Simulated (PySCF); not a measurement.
Species: C3H5BF2S.
SMILES: `FB(F)[C@@H]1CCS1`

Torsions of this conformer, `[F:1][B:2]([F:3])[C@@H:4]1[CH2:5][CH2:6][S:7]1`: F1–B2–C4–C5 5°.

The closed-shell ground state was solved at several levels (PySCF, density fitting, gas phase, non-relativistic). Isolated species at its PBE0-D3(BJ)/def2-SVP geometry (one conformer only).

```
             level  basis functions  total energy (Eh)  HOMO (eV)  LUMO (eV)  gap (eV)  dipole (D)
  PBE0/aug-cc-pVDZ              210          -739.7031      -6.78      -0.83      5.95        2.69
        PBE0/6-31G               77          -739.5273      -6.81      -0.47      6.34        3.02
       PBE0/STO-3G               44          -730.7160      -3.33       3.99      7.32        0.94
     PBE0/def2-SVP              127          -739.2824      -6.70      -0.38      6.32        2.58
     BLYP/pcSseg-1              151          -740.0310      -5.43      -1.49      3.94        2.50
BHandHLYP/pcSseg-1              151          -739.9492      -7.95       0.44      8.39        2.79
 mPW1PW91/pcSseg-1              151          -740.0537      -6.88      -0.67      6.21        2.71
     PBE0/pcSseg-2              329          -739.8218      -6.80      -0.81      5.99        2.72
       PBE0/6-31G*              112          -739.6355      -6.60      -0.35      6.25        2.53
  wB97X-D/pcSseg-1              151          -740.0098      -8.71       1.16      9.87        2.73
```

Estimate the row for PBE0/cc-pVTZ, a basis of 284 functions; the other rows only guide the guess.

Total energy -739.8059 Eh, HOMO -6.76 eV, LUMO -0.64 eV, gap 6.12 eV, dipole 2.63 D.

Over all these levels, which gives the widest orbital gap and which the narrowest?

wB97X-D/pcSseg-1 (range-separated hybrid) has the widest, 9.87 eV, and BLYP/pcSseg-1 (GGA) the narrowest, 3.94 eV. The two share the basis. From the narrowest to the widest the HOMO moves by -3.28 eV and the LUMO by +2.65 eV.

How much does the basis alone move the frontier levels among the 7 PBE0 rows (the withheld one included)?

The HOMO by 3.48 eV and the LUMO by 4.82 eV. By rising basis size (HOMO, LUMO in eV): STO-3G -3.33, 3.99; 6-31G -6.81, -0.47; 6-31G* -6.60, -0.35; def2-SVP -6.70, -0.38; aug-cc-pVDZ -6.78, -0.83; cc-pVTZ -6.76, -0.64; pcSseg-2 -6.80, -0.81.

In the pcSseg-1 basis, how does the gap go with the fixed share of exact exchange?

BLYP (0 %) 3.94 eV; mPW1PW91 (25 %) 6.21 eV; BHandHLYP (50 %) 8.39 eV. Each rise in the share widens the gap here.

How far do the dipole and the HOMO energy spread over the levels?

The dipole runs from 0.94 to 3.02 D (mean 2.53 D) and the HOMO from -8.71 to -3.33 eV.

wB97X-D is run here without its empirical dispersion term; that term would change no orbital, density or response property at a fixed geometry.
